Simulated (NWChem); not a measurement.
**diiodomethane (CH₂I₂) in NWChem**

SMILES: C(I)I
```xyz
5

I      1.8391     0.0000     0.0908
C      0.0000     0.0000    -1.0490
I     -1.8391     0.0000     0.0908
H      0.0000     0.9046    -1.6634
H      0.0000    -0.9046    -1.6634
```
Charge 0, spin multiplicity 1.

The numbers come from NWChem runs, not from measurements. Structure: optimised with B3LYP/def2-SVP with def2 effective core potentials on I, a minimum by its harmonic frequencies.

Symmetry labels belong to the abelian group C2v used in the runs, with the axes of the coordinates shown; states degenerate in a higher group split over its labels.

Effective core potentials replace the inner electrons of I; spin-orbit coupling is left out. The correlated methods keep 9 core orbitals frozen.

### Question
List the 4 singlet excitations that EOM-CCSD/def2-SVP with def2 effective core potentials on I, 9 core orbitals frozen gives, with oscillator strengths.

### Answer
```
state  symmetry  energy (eV)  wavelength (nm)      f
-----  --------  -----------  ---------------  -----
1            b1         4.49              276  0.028
2            b2         4.69              264  0.001
3            a2         4.79              259  0.000
4            a1         4.96              250  0.000
```
These are the lowest roots of each symmetry, so higher states are missing between them.
